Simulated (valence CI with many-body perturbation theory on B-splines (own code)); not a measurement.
Values are calculated unless marked as measured or tabulated.
# Eu¹²⁺: magnetic and hyperfine properties of the levels

Level of theory: valence CI with perturbative core correlation (CI+MBPT): five valence electrons over a frozen Dirac-Fock core [Kr] 4d10, radial functions for each j: 7 s, 7 p, 7 d, 7 f, 4 g, 2 h, with the one-electron correlation potential Σ1, the two-electron term Σ2, the three-electron term Σ3, Breit, model QED; selected CI, second order for the rest, scaled by the run's own slope (own B-spline code, finite nucleus).

No measured levels were compared; by estimate terms of the open shell hold to a few per cent of their energy, and close levels can change places. Core correlation moves these levels by up to 43000 cm⁻¹, and in measured spectra 5 to 20 % of such shifts remained as error; rates that hang on mixing are uncertain with them. Among the levels kept, up to 720 cm⁻¹ of a level comes from second order outside the variational space, and about a tenth of that is noise between levels of different J, which matters for small intervals.

A/g_I is the dipole constant over the nuclear g factor μ/I (μ in nuclear magnetons, uniformly magnetised nucleus), B/Q the quadrupole constant per barn. Both hold the static response of the core; the bare values leave it out. Large factors of s and p1/2 electrons are usually good to 5 to 10 %; those of open d and f shells near neutrality can be off by tens of per cent, and small factors of p3/2, d and f electrons come from cancelling terms and can be off by a factor of two or in sign, in half-filled shells by more. B is blank for J = 1/2, where it vanishes, and for nearly pure S terms. Energies count from the lowest level.

Names give the largest LS component (configuration and term), which can be under half, so a name can repeat, a term be missing and a line seem to break the LS rules; names also repeat where a configuration has a term twice. Letters in brackets count levels of one name in rising energy.

| Level | E (eV) | g | A/g_I (MHz) | A/g_I bare | B/Q (MHz/b) | B/Q bare |
| --- | --- | --- | --- | --- | --- | --- |
| 4f3 5s2 4I°_9/2 | 0.000 | 0.734 | 1240 | 1110 | 605 | 511 |
| 4f3 5s2 4I°_11/2 | 0.489 | 0.966 | 954 | 1010 | 634 | 518 |
| 4f3 5s2 4I°_13/2 | 0.992 | 1.105 | 783 | 950 | 713 | 569 |
| 4f3 5s2 4I°_15/2 | 1.497 | 1.196 | 679 | 924 | 828 | 652 |
| 4f3 5s2 4F°_3/2 | 2.381 | 0.446 | 1460 | 1030 | -419 | -343 |
| 4f3 5s2 2H°_9/2 [a] | 2.558 | 0.997 | 991 | 1100 | -592 | -493 |
| 4f3 5s2 4F°_5/2 | 2.664 | 1.032 | 825 | 914 | -386 | -322 |
| 4f3 5s2 4F°_7/2 | 2.890 | 1.193 | 686 | 931 | -794 | -670 |
| 4f3 5s2 4S°_3/2 | 2.896 | 1.925 | -115 | 774 |  |  |
| 4f3 5s2 4F°_9/2 | 3.207 | 1.230 | 650 | 928 | -682 | -572 |
| 4f3 5s2 2H°_11/2 [a] | 3.399 | 1.100 | 753 | 902 | -162 | -151 |
| 4f3 5s2 4G°_5/2 | 3.594 | 0.576 | 1360 | 1060 | -120 | -89.2 |
| 4f3 5s2 2G°_7/2 [a] | 3.617 | 0.957 | 951 | 990 | -89.4 | -61.8 |
| 4f3 5s2 2K°_13/2 | 3.976 | 0.935 | 971 | 992 | 2140 | 1770 |
| 4f3 5s2 4G°_7/2 | 4.070 | 0.959 | 875 | 890 | -625 | -522 |
| 4f3 5s2 4G°_9/2 | 4.203 | 1.148 | 732 | 936 | 191 | 159 |
| 4f3 5s2 2D°_3/2 [a] | 4.413 | 1.061 | 717 | 805 | -218 | -177 |
| 4f3 5s2 2K°_15/2 | 4.468 | 1.059 | 822 | 947 | 2330 | 1900 |
| 4f3 5s2 2G°_9/2 [a] | 4.587 | 1.134 | 682 | 850 | -819 | -677 |
| 4f3 5s2 4G°_11/2 | 4.684 | 1.254 | 627 | 928 | -33.0 | -43.5 |
| 4f3 5s2 2P°_1/2 | 4.864 | 0.603 | 2050 | 2040 |  |  |
| 4f3 5s2 2D°_5/2 [a] | 5.025 | 1.193 | 679 | 922 | -1050 | -861 |
| 4f3 5s2 2P°_3/2 | 5.648 | 1.092 | 718 | 846 | -404 | -323 |
| 4f3 5s2 4D°_3/2 | 5.898 | 1.114 | 919 | 1140 | 152 | 131 |
| 4f3 5s2 4D°_5/2 | 5.911 | 1.311 | 664 | 1050 | 691 | 570 |
| 4f3 5s2 2I°_11/2 | 5.989 | 0.956 | 902 | 926 | 1510 | 1230 |
| 4f3 5s2 4D°_1/2 | 6.094 | 0.058 | 2390 | 1810 |  |  |
| 4f3 5s2 2L°_15/2 | 6.184 | 0.949 | 904 | 921 | 3540 | 2920 |
| 4f3 5s2 2I°_13/2 | 6.352 | 1.074 | 824 | 970 | 1380 | 1140 |
| 4f3 5s2 4D°_7/2 | 6.495 | 1.422 | 354 | 766 | 1860 | 1520 |
| 4f3 5s2 2L°_17/2 | 6.522 | 1.058 | 818 | 941 | 3810 | 3130 |
| 4f3 5s2 2H°_9/2 [b] | 6.799 | 0.913 | 933 | 915 | 839 | 692 |
| 4f3 5s2 2D°_3/2 [b] | 7.076 | 0.889 | 910 | 847 | 264 | 210 |
| 4f3 5s2 2H°_11/2 [b] | 7.182 | 1.062 | 782 | 898 | 645 | 534 |
| 4f3 5s2 2D°_5/2 [b] | 7.269 | 1.153 | 794 | 1030 | 416 | 329 |
| 4f3 5s2 2F°_5/2 | 8.166 | 0.955 | 938 | 968 | 1150 | 954 |
| 4f3 5s2 2F°_7/2 [a] | 8.449 | 1.144 | 723 | 918 | 486 | 392 |
| 4f3 5s2 2G°_9/2 [b] | 9.911 | 1.108 | 792 | 971 | 1310 | 1080 |
| 4f3 5s2 2G°_7/2 [b] | 10.146 | 0.892 | 907 | 855 | 1600 | 1310 |
| 4f4 5s 6I_7/2 | 11.155 | 0.449 | -11400 | -11000 | -584 | -459 |

Task: Take the isotope of mass number 153, with I = 5/2, μ = 1.5294 μN and Q = 2.41 b. What is the hyperfine structure of 4f3 5s2 4I°_15/2?

Result: From the table A = 415 MHz, B = 2000 MHz. Shifts from the centre of gravity in MHz: F = 5: -8090, F = 6: -6220, F = 7: -3770, F = 8: -635, F = 9: 3330, F = 10: 8280.
